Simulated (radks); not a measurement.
Results of a calculation; reference values are marked as such.
Ionisation of neutral samarium, [Xe] 4f6 6s2, to Sm+, [Xe] 4f6 6s1, under several functionals. Dirac Kohn-Sham, spin-unpolarised, spherical densities, finite nucleus; open shells are shared between the two j in proportion to 2j + 1; a radial shooting solver on a logarithmic mesh with Libxc functionals. The NIST Atomic Spectra Database gives 5.644 eV (measured). Rank these functionals by the error of their Delta-SCF ionisation energy: exchange-only B88; Wu-Cohen GGA; XLYP; RPBE; LDA (Slater exchange, VWN5 correlation).

Answer. From best to worst: RPBE 5.850 eV (+0.206); XLYP 5.907 eV (+0.263); exchange-only B88 5.377 eV (-0.267); Wu-Cohen GGA 5.948 eV (+0.305); LDA (Slater exchange, VWN5 correlation) 6.145 eV (+0.501). Spin polarisation and multiplet splitting are left out, so open shells lie too high by an amount that depends on their filling. Sharing an open shell by 2j + 1 raises it above the true ground level by a part of the spin-orbit splitting, which enters the differences from NIST.

Beside tabulated values, note that spin-unpolarised runs miss the spin-polarisation part of the exchange energy of open shells.
